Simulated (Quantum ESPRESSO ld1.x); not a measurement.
All-electron atom: Ar IV in [Ne] 3s2 3p3. Method: Dirac Kohn-Sham, LDA (Slater exchange, Gunnarsson-Lundqvist correlation), spin-unpolarised, spherical densities, point nucleus; open shells are shared between the two j in proportion to 2j + 1; computed with ld1.x of Quantum ESPRESSO 7.5.

Normalised radial functions P(r) = r R(r) (large component), r in bohr:

r,2p1/2
0.002788,0.0018
0.003544,0.0028
0.004542,0.0044
0.005774,0.0068
0.00734,0.0105
0.009406,0.0166
0.01196,0.0257
0.0152,0.0398
0.01948,0.0622
0.02476,0.0950
0.03148,0.1436
0.04034,0.2170
0.05128,0.3175
0.06572,0.4592
0.08354,0.6373
0.1062,0.8531
0.1361,1.1006
0.173,1.3323
0.2199,1.5091
0.2819,1.5774
0.3583,1.4923
0.4555,1.2566
0.5837,0.9070
0.742,0.5551
0.9433,0.2750
1.209,0.1010
1.537,0.0274
1.954,0.0049
2.503,0.0005
3.182,0.0000
4.046,0.0000
5.184,0.0000

2p1/2: eigenvalue -280.06 eV, 0 radial nodes, <r> = 0.375 bohr, 90 % of the charge inside 0.621 bohr.
